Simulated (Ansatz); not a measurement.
Input for Ansatz (an electronic-structure program): U-CCSD(T)/def2-TZVPP on BMo, 2S+1 = 2, a spin state set in the input, which need not be the lowest, a point of a bond scan (R = 1.773 Å). Elements past Kr take the def2 small-core potentials; no spin–orbit coupling.

Ansatz 0.2 input:
```yaml
crystal:
  periodic: [false, false, false]
  atoms:
    - {symbol: Mo, position_ang: [0.00000000, 0.00000000, 0.00000000]}
    - {symbol: B, position_ang: [0.00000000, 0.00000000, 1.77316600]}
basis:
  gaussian:
    orbitals: def2-TZVPP
magnetization: {spin_polarized: true, initial_magnetization: 1}
correlation: {method: ccsd_t, electrons: valence}
output: {orbitals: {seedname: ./end}}
```

The log:

```
WARN ansatz: RAYON_NUM_THREADS=1 ignored (pool sized by the plan → 1); use --threads N
Functional definition: HF
integrals: 0.12 GiB planned
576 factors; integrals over basis functions are off by at most 1.0e-3 eV
mean field: 0.16 GiB planned
mean field evaluation 1: about -2499.8763 eV, gradient 2.2e1 eV
mean field evaluation 2: about -2499.8857 eV, gradient 2.2e1 eV
mean field evaluation 4: about -2501.9867 eV, gradient 4.5e0 eV
mean field evaluation 8: about -2502.1971 eV, gradient 4.1e-1 eV
mean field evaluation 16: about -2503.1375 eV, gradient 5.5e0 eV
mean field evaluation 32: about -2503.7283 eV, gradient 7.4e-1 eV
mean field evaluation 64: about -2504.2176 eV, gradient 1.4e-10 eV
mean field evaluation 96: about -2504.2176 eV, gradient 1.9e-6 eV
mean field evaluation 128: about -2503.8038 eV, gradient 2.0e-1 eV
mean field evaluation 160: about -2502.8693 eV, gradient 3.0e0 eV
mean field evaluation 192: about -2503.4227 eV, gradient 6.7e0 eV
mean field evaluation 224: about -2503.0889 eV, gradient 5.2e-2 eV
mean field evaluation 256: about -2503.5214 eV, gradient 5.0e-1 eV
mean field evaluation 288: about -2502.1919 eV, gradient 2.0e0 eV
mean field evaluation 320: about -2502.1105 eV, gradient 3.4e-1 eV
mean field evaluation 352: about -2503.9169 eV, gradient 1.0e0 eV
mean field evaluation 384: about -2503.8061 eV, gradient 2.0e-6 eV
mean field evaluation 416: about -2503.4574 eV, gradient 4.7e-1 eV
mean field evaluation 448: about -2504.2351 eV, gradient 2.3e-6 eV
mean field evaluation 480: about -2504.2169 eV, gradient 4.1e-2 eV
mean field evaluation 512: about -2504.1079 eV, gradient 5.5e-6 eV
mean field evaluation 544: about -2504.0992 eV, gradient 6.6e-4 eV
mean field evaluation 576: about -2503.9435 eV, gradient 1.6e0 eV
mean field evaluation 608: about -2502.7760 eV, gradient 1.4e0 eV
mean field evaluation 640: about -2504.1079 eV, gradient 5.0e-5 eV
mean field evaluation 672: about -2504.1952 eV, gradient 2.2e0 eV
mean field evaluation 704: about -2503.7524 eV, gradient 1.7e0 eV
mean field evaluation 736: about -2504.1750 eV, gradient 6.3e-1 eV
mean field evaluation 768: about -2504.2351 eV, gradient 2.0e-3 eV
mean field evaluation 800: about -2504.2348 eV, gradient 2.2e-2 eV
mean field evaluation 832: about -2504.2164 eV, gradient 1.9e-1 eV
mean field evaluation 864: about -2504.2351 eV, gradient 5.0e-3 eV
mean field evaluation 896: about -2503.8059 eV, gradient 2.0e-2 eV
mean field evaluation 928: about -2503.7762 eV, gradient 2.3e-1 eV
mean field evaluation 960: about -2503.8061 eV, gradient 1.4e-3 eV
mean field evaluation 992: about -2504.2173 eV, gradient 1.4e-2 eV
mean field evaluation 1024: about -2504.2176 eV, gradient 3.7e-2 eV
mean field evaluation 1056: about -2503.2995 eV, gradient 2.7e0 eV
mean field evaluation 1088: about -2504.0606 eV, gradient 1.3e0 eV
mean field evaluation 1120: about -2504.1212 eV, gradient 1.0e-1 eV
mean field evaluation 1152: about -2500.3106 eV, gradient 1.2e1 eV
mean field evaluation 1184: about -2503.0894 eV, gradient 1.4e-2 eV
mean field evaluation 1216: about -2503.4644 eV, gradient 9.0e-1 eV
mean field evaluation 1248: about -2503.5790 eV, gradient 1.2e0 eV
mean field evaluation 1280: about -2502.6578 eV, gradient 1.9e0 eV
mean field evaluation 1312: about -2503.1385 eV, gradient 7.9e-1 eV
mean field evaluation 1344: about -2503.7422 eV, gradient 2.8e-1 eV
mean field evaluation 1376: about -2503.7283 eV, gradient 3.8e-1 eV
mean field evaluation 1408: about -2501.6242 eV, gradient 2.3e-1 eV
mean field evaluation 1440: about -2501.6354 eV, gradient 1.5e-1 eV
mean field evaluation 1472: about -2501.7608 eV, gradient 1.2e-2 eV
mean field evaluation 1504: about -2502.7708 eV, gradient 1.7e0 eV
mean field evaluation 1536: about -2503.5056 eV, gradient 9.7e-2 eV
mean field evaluation 1568: about -2503.5384 eV, gradient 2.8e-1 eV
mean field evaluation 1600: about -2503.5115 eV, gradient 7.9e-2 eV
mean field evaluation 1632: about -2502.8480 eV, gradient 3.0e0 eV
mean field evaluation 1664: about -2503.5412 eV, gradient 9.0e-1 eV
mean field evaluation 1696: about -2503.5569 eV, gradient 9.4e-1 eV
mean field evaluation 1728: about -2503.4218 eV, gradient 7.3e-1 eV
mean field evaluation 1760: about -2504.2351 eV, gradient 2.7e-2 eV
mean field evaluation 1792: about -2502.5225 eV, gradient 3.1e0 eV
mean field evaluation 1824: about -2503.3481 eV, gradient 1.8e0 eV
mean field evaluation 1856: about -2503.6014 eV, gradient 4.2e-1 eV
mean field evaluation 1888: about -2503.3374 eV, gradient 1.7e0 eV
mean field evaluation 1920: about -2504.2350 eV, gradient 3.1e-2 eV
mean field evaluation 1952: about -2503.2716 eV, gradient 1.3e0 eV
mean field evaluation 1984: about -2503.4461 eV, gradient 2.1e-1 eV
mean field evaluation 2016: about -2503.7714 eV, gradient 1.3e-1 eV
mean field evaluation 2048: about -2501.4314 eV, gradient 1.3e0 eV
mean field evaluation 2080: about -2501.7918 eV, gradient 1.2e-1 eV
mean field evaluation 2112: about -2504.2176 eV, gradient 9.9e-2 eV
mean field evaluation 2144: about -2502.2954 eV, gradient 2.6e-6 eV
mean field -2504.23508880 eV, -92.0289420818 hartree, gradient 2.2e-6 eV, S^2 2.718508; 48 other end points of the search recorded, 0 dependent functions left out
determinant -2504.23508880 eV, -92.0289420818 hartree, with singles and doubles -2518.43483933 eV, -92.5507732888 hartree
determinant -2504.21763997 eV, -92.0283008491 hartree, with singles and doubles -2518.53408804 eV, -92.5544206117 hartree
determinant -2504.10792895 eV, -92.0242690435 hartree, with singles and doubles -2517.99497330 eV, -92.5346085103 hartree
determinant -2504.09918797 eV, -92.0239478186 hartree, with singles and doubles -2518.18335085 eV, -92.5415312577 hartree
determinant -2503.80605606 eV, -92.0131754195 hartree, with singles and doubles -2517.69981240 eV, -92.5237615477 hartree
determinant -2503.77181105 eV, -92.0119169386 hartree, with singles and doubles -2517.87080589 eV, -92.5300454423 hartree
determinant -2503.69590794 eV, -92.0091275507 hartree, with singles and doubles -2518.33357218 eV, -92.5470517898 hartree
determinant -2503.65305405 eV, -92.0075526994 hartree, with singles and doubles -2518.11811119 eV, -92.5391337446 hartree
determinant -2503.58797506 eV, -92.0051610904 hartree, with singles and doubles -2517.63138815 eV, -92.5212470028 hartree
determinant -2503.43952800 eV, -91.9997057619 hartree, with singles and doubles -2517.69075778 eV, -92.5234287964 hartree
determinant -2503.42199805 eV, -91.9990615481 hartree, with singles and doubles -2517.69963437 eV, -92.5237550051 hartree
determinant -2503.41519804 eV, -91.9988116521 hartree, with singles and doubles -2517.84760392 eV, -92.5291927858 hartree
determinant -2503.36575029 eV, -91.9969944810 hartree, with singles and doubles -2517.49363252 eV, -92.5161845768 hartree
determinant -2503.08945552 eV, -91.9868408355 hartree, with singles and doubles -2517.29060498 eV, -92.5087234522 hartree
determinant -2502.29544729 eV, -91.9576615710 hartree, with singles and doubles -2517.41394003 eV, -92.5132559315 hartree
determinant -2501.76077586 eV, -91.9380127586 hartree, with singles and doubles -2515.55069435 eV, -92.4447829160 hartree
determinant -2501.68923790 eV, -91.9353837869 hartree, with singles and doubles -2515.85228446 eV, -92.4558661479 hartree
determinant -2504.23508880 eV, -92.0289420818 hartree, with singles and doubles -2518.61362164 eV, -92.5573434176 hartree
determinant -2504.21763997 eV, -92.0283008491 hartree, with singles and doubles -2518.62581127 eV, -92.5577913781 hartree
determinant -2504.10792895 eV, -92.0242690435 hartree, with singles and doubles -2518.05280817 eV, -92.5367339028 hartree
determinant -2504.09918797 eV, -92.0239478186 hartree, with singles and doubles -2518.27204560 eV, -92.5447907297 hartree
determinant -2503.69590794 eV, -92.0091275507 hartree, with singles and doubles -2518.49238724 eV, -92.5528881356 hartree
determinant -2503.65305405 eV, -92.0075526994 hartree, with singles and doubles -2518.17181371 eV, -92.5411072755 hartree
1 core orbitals not correlated
reference -2504.21763997 eV, -92.0283008491 hartree; 9, 8 occupied and 77, 78 virtual orbitals, 576 factors
second order -13.88723651 eV of doubles, -0.00000000 eV of singles
coupled cluster: 0.44 GiB planned
cycle   1  -14.40817097 eV  change    3.3e-7 eV  update   6.2e-6
coupled cluster: 0.44 GiB planned
perturbative correction -0.87860813 eV, -0.0322882534 hartree
Total energy: -2519.50441907 eV, -92.5900796196 hartree
```

The calculation finished and met its thresholds. Its determinant has ⟨S²⟩ = 2.47, a mixture of spin states.

Cost: very roughly 4 core-minutes.
